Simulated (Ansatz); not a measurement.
Mulliken charges of FHfI$_{3}$, SMILES `[F][Hf]([I])([I])[I]` from PBE/def2-TZVPP in Ansatz (PBE0-D4/def2-TZVP geometry).

```json
{"atom": "F1", "x (Å)": "-0.603", "y (Å)": "-0.036", "z (Å)": "1.913", "charge (e)": "-0.237"}
{"atom": "Hf2", "x (Å)": "-0.033", "y (Å)": "-0.016", "z (Å)": "0.127", "charge (e)": "0.624"}
{"atom": "I3", "x (Å)": "2.132", "y (Å)": "-1.590", "z (Å)": "-0.104", "charge (e)": "-0.129"}
{"atom": "I4", "x (Å)": "-2.024", "y (Å)": "-0.941", "z (Å)": "-1.423", "charge (e)": "-0.129"}
{"atom": "I5", "x (Å)": "0.578", "y (Å)": "2.510", "z (Å)": "-0.555", "charge (e)": "-0.129"}
```

By hand: the dipole of these point charges (1 e Å = 4.8032 D).

Σ q r = (0.034, 0.001, -0.106) e Å, of length 0.111 e Å = 0.53 D.

How does the dipole of the full density compare? (An estimate is asked.)

Ansatz gave: (0.028, 0.001, -0.086) e Å, 0.43 D; the point charges give 1.23 times that, at 0° from its direction.

Point charges leave out the atoms' own dipoles, such as those of lone pairs, and Mulliken's split depends on the basis, so the two needn't agree.
